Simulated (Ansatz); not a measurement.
C2H5FO2Si can be A, `C[C@]1(F)O[Si@H]1O`, or B, `O[Si@@H]1C[C@@H](F)O1`.

Isolated molecules relaxed with PBE0-D4/def2-TZVP in Ansatz; ΔE leaves out vibrations. CCSD(T)/CBS adds triple-zeta CCSD(T) − MP2 to the extrapolated MP2 energy (def2 sets, frozen cores). Functionals use def2-TZVPP. Each species was taken in one conformer, which may not be the lowest.

(1) Which isomer does CCSD(T)/CBS put lower? Give the gap. (Estimate.)

(2) Give E(B) − E(A) in kcal/mol with B2PLYP, CCSD(T)/def2-TZVPP, PBE-D4, CCSD/def2-TZVPP, HF/def2-TZVPP, PBE0-D4, r2SCAN-D4. (Best estimate.)

Largest T1 diagnostic: 0.013.

Results:

(1) Computed: B, by 22.5 kcal/mol.

(2) Ansatz gave: B2PLYP -21.7, CCSD(T)/def2-TZVPP -23.1, PBE-D4 -19.4, CCSD/def2-TZVPP -23.9, HF/def2-TZVPP -26.6, PBE0-D4 -22.5, r2SCAN-D4 -20.6. None reverses the order clearly.

From PBE to PBE0 (25 % exact exchange), in def2-TZVPP and without D4, E(B) − E(A) moves by −3.1 kcal/mol. In def2-TZVPP, CCSD(T) changes the Hartree–Fock value by +3.6 kcal/mol (the triples alone add +0.9 kcal/mol) and MP2 by +3.5 kcal/mol.
